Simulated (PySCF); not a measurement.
Order these species by their calculated properties.

Each SMILES stands for a single optimised conformer of the isolated species, non-relativistic unless stated; the electronic structure was computed with PySCF and density fitting.

The conformers computed, where there is a choice (atom-mapped SMILES and torsion angles):
- `[CH3:1][N:2]([CH3:3])[c:4]1[cH:5][n:6]([CH3:7])[cH:8][p:9]1`: C1–N2–C4–C5 22°
- `[CH3:1][NH2+:2][CH2:3][c:4]1[cH:5][cH:6][cH:7][s:8]1`: C1–N2–C3–C4 179°, N2–C3–C4–C5 109°
- `[CH3:1][O:2][c:3]1[cH:4][cH:5][c:6]([SiH3:7])[p-:8]1`: C1–O2–C3–C4 -179°
- `[SiH3:1][CH:2]([SiH3:3])[CH2:4][CH2:5][CH2:6][Cl:7]`: Si1–C2–C4–C5 170°, C2–C4–C5–C6 -179°, C4–C5–C6–Cl7 -67°
- `[CH3:1][N:2]=[P:3]1([NH:4][CH3:5])[CH:6]=[CH:7][CH:8]=[CH:9]1`: N2–P3–N4–C5 -34°
- `[O:1]=[C:2]([OH:3])[c:4]1[cH:5][cH:6][c:7]([Cl:8])[cH:9][cH:10]1`: O1–C2–C4–C5 180°, H–O3–C2–O1 0°
- `[CH3:1][C:2]([CH3:3])([CH3:4])[c:5]1[n:6][nH:7][cH:8][p:9]1`: C1–C2–C5–N6 -121°
- `[CH3:1][N:2]([CH3:3])/[CH:4]=[P:5]/[CH2:6][CH2:7][C:8]#[N:9]`: C1–N2–C4–P5 162°, C4–P5–C6–C7 -82°, P5–C6–C7–C8 -179°
- `[CH3:1][CH2:2][Si@@H:3]([CH2:4][SiH3:5])[CH2:6][Cl:7]`: C1–C2–Si3–C4 60°, C2–Si3–C4–Si5 172°, C2–Si3–C6–Cl7 -68°
- `[F:1][CH:2]=[C:3]1[CH2:4][CH:5]([CH:6]([F:7])[F:8])[CH2:9]1`: C4–C5–C6–F7 73°
- `[F:1][C:2]([F:3])([F:4])[C@H:5]1[CH:6]=[CH:7][CH:8]=[CH:9][CH+:10]1`: F1–C2–C5–C6 174°

(1) Rank by smallest rotational constant, lowest first (GFN2-xTB).
A. `CN(C)c1cn(C)cp1`
B. `C[NH2+]CC1=CC=CS1`
C. `COC1=CC=C([SiH3])[P-]1`
D. `[SiH3]C([SiH3])CCCCl`

(2) Give the two extremes of that set in cm⁻¹.

(3) Rank by dipole moment, highest first (PBE0/pcSseg-1 at GFN2-xTB geometries).
A. `CN=P1(NC)C=CC=C1`
B. `CC[Si@@H](C[SiH3])CCl`
C. `CC(C)(C)c1n[nH]cp1`
D. `[SiH3]C([SiH3])CCCCl`
E. `CN(C)/C=P/CCC#N`
F. `O=C(O)c1ccc(Cl)cc1`
G. `c1n(C)cpc1N(C)C`

(4) By how much do the two ends of that ranking differ?

(5) Rank by HOMO–LUMO gap, highest first (PBE0/pcSseg-1 at GFN2-xTB geometries).
A. `CC[Si@@H](C[SiH3])CCl`
B. `CN(/C=P/CCC#N)C`
C. `FC(F)(F)[C@H]1C=CC=C[CH+]1`
D. `CN=P1(NC)C=CC=C1`
E. `OC(=O)c1ccc(Cl)cc1`
F. `C[NH2+]Cc1cccs1`
G. `C1(=CF)CC(C(F)F)C1`

(6) Rank by HOMO energy, lowest first (PBE0/pcSseg-1 at GFN2-xTB geometries).
A. `CC(C)(C)c1n[nH]cp1`
B. `CN=P1(NC)C=CC=C1`
C. `O=C(O)c1ccc(Cl)cc1`
D. `C(C)[Si@H](CCl)C[SiH3]`

(7) Give the two extremes of that set in hartree.

Answers

(1) D (0.544 GHz), C (0.692 GHz), A (0.752 GHz), B (0.855 GHz).

(2) `[SiH3]C([SiH3])CCCCl`: 0.0181 cm⁻¹; `C[NH2+]Cc1cccs1`: 0.0285 cm⁻¹.

(3) E (6.52 D), G (3.33 D), A (2.99 D), D (2.29 D), C (2.04 D), B (1.71 D), F (1.51 D).

(4) By 5.01 D, between `CN(C)/C=P/CCC#N` and `O=C(O)c1ccc(Cl)cc1`.

(5) A (8.30 eV), G (7.28 eV), F (6.16 eV), E (5.84 eV), B (4.99 eV), C (4.57 eV), D (3.75 eV).

(6) D (-7.84 eV), C (-7.58 eV), A (-6.83 eV), B (-5.76 eV).

(7) `CC[Si@@H](C[SiH3])CCl`: -0.288 Eh; `CN=P1(NC)C=CC=C1`: -0.212 Eh.
